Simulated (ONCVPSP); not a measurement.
# tin: ONCV pseudisation with PBE, scalar-relativistic reference atom.

* Element: Sn
* Generator: ONCVPSP 4.0.1
* Type: optimised norm-conserving Vanderbilt (ONCV)
* Functional: PBE
* Relativity: scalar-relativistic
* Frozen core: [Ar] 3d10
* Valence charge: 22
* Reference configuration: 4s2 4p6 4d10 5s2 5p2
* Partial waves: 4s+5s: rc 1.55 bohr, ncon 4, nbas 7, qcut 7 1/bohr, 2 projectors; 4p+5p: rc 1.70 bohr, ncon 4, nbas 8, qcut 6.3 1/bohr, 2 projectors; 4d: rc 1.25 bohr, ncon 3, nbas 8, qcut 14.7 1/bohr, 3 projectors, debl 2.7 Ha
* Local potential: polynomial inside 1.05 bohr (lpopt 5, dvloc0 4 Ha)
* Core correction: Teter function, fcfact 6, rcfact 1.5

All-electron outer shells of the reference configuration (PBE, scalar-relativistic, ld1.x):

| shell | level (eV) | outermost node (bohr) | outermost maximum (bohr) |
| --- | --- | --- | --- |
| 3p | -698.81 | 0.14 | 0.30 |
| 3d | -473.43 | – | 0.25 |
| 4s | -133.93 | 0.40 | 0.74 |
| 4p | -89.70 | 0.41 | 0.79 |
| 4d | -25.84 | 0.39 | 0.88 |
| 5s | -10.55 | 0.98 | 2.01 |
| 5p | -3.69 | 1.09 | 2.55 |

Task: Estimate the cutoffs (Ha) at which the residual kinetic energy of the hardest occupied pseudo-wave falls to 1 and 0.1 mHa per electron.

Result: 46 Ha and 59 Ha.

Task: What does a ghost test show?

Result: No bound ghost flagged; no localised positive-energy state flagged.

Task: Tests: 4s2 4p6 4d10 5s2 5p1; 4s2 4p6 4d10 5s2 5p0; 4s2 4p6 4d10 5s1 5p0; 4s2 4p5 4d10 5s2 5p2. Which has the largest error in its energy relative to the reference configuration, and how large is it?

Result: 4s2 4p6 4d10 5s1 5p0, with -15 meV (all-electron minus pseudo) on +51.80 eV.
